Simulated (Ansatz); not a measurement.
Calculated with Ansatz (gas phase, PBE0-D4/def2-TZVP geometries, no zero-point term in ΔE). CBS: MP2 limit from def2 TZ/QZ plus the TZ coupled-cluster correction, frozen cores. Functionals use def2-TZVPP. HSE06 is defined as in plane-wave codes. One conformer a species, not always the lowest.

Consider the cleavage of the Al–Si bond: `[AlH2][SiH2]S` + `SBS` → `[AlH2][S]BS` + `[SiH3]S`.

```
             level  ΔE (kJ/mol)
         r2SCAN-D4       -100.2
             HSE06        -91.7
RPA@PBE/def2-TZVPP        -96.0
     CCSD/def2-SVP        -96.4
```

(1) What does CCSD(T)/CBS give? (Best estimate.)

Largest T1 diagnostic among the species: 0.014.

Answers

(1) Computed: -102.9 kJ/mol. The listed levels differ from it by 2.7, 11.2, 6.9, 6.5 kJ/mol.

From BLYP to BHLYP (50 % exact exchange), in def2-TZVPP and without D4, ΔE moves by −8.3 kJ/mol. The D4 term adds −3.4 kJ/mol with B3LYP and −1.7 kJ/mol with PBE0; it sums over pairs of atoms, weighted by their polarisabilities, and B3LYP, whose exchange is more repulsive, gets the larger term. Leaving LDA and LC-ωPBE aside and taking each functional with its dispersion term where it has one, the values, not all of them listed here, spread over 14.3 kJ/mol, from BHLYP-D4 to PBE-D4. LDA lies −4.8 kJ/mol from PBE without D4.

B3LYP here is the variant with VWN-RPA as its local correlation; programs differ in this.
